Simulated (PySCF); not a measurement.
Exercise with solution: dipole moment from atomic charges

Ge(AsH2)(F)3 (AsF₃GeH₂), SMILES [Ge]([F])([F])([AsH2])[F]. Atoms are numbered in the order given.

```xyz
7

F     -1.3758    -0.8003     1.3764
Ge    -0.7004     0.0011     0.0000
F     -1.3758    -0.8003    -1.3764
F     -1.4262     1.5720     0.0000
As     1.7145    -0.0545     0.0000
H      1.7182     1.0100    -1.0993
H      1.7182     1.0100     1.0993
```
Charge 0, spin multiplicity 1.

The structure is a stationary point at B3LYP-D3(BJ)/def2-SVP. This is a generated structure with no PubChem entry under its InChIKey; it may be hypothetical.

Charges (e) from r2SCAN/def2-TZVP in PySCF:

| atom | Mulliken | IAO |
|---|---|---|
| F1 | -0.350 | -0.504 |
| Ge2 | 1.046 | 1.475 |
| F3 | -0.350 | -0.504 |
| F4 | -0.346 | -0.502 |
| As5 | -0.199 | 0.009 |
| H6 | 0.100 | 0.013 |
| H7 | 0.100 | 0.013 |

The dipole moment of the full density is 3.70 D.

Q: What dipole moment does each set of point charges give, and which comes closer to that of the density?

A: 
μ = Σ q r, and 1 e Å = 4.8032 D.
Mulliken: Σ q r = (0.726, 0.230, 0.000) e Å, |μ| = 3.66 D.
IAO: Σ q r = (1.130, 0.045, 0.000) e Å, |μ| = 5.43 D.
Mulliken comes closer in size. Point charges leave out the atoms' own dipoles (lone pairs, polarised bonds); fits to the potential absorb them, partitions of the density don't.
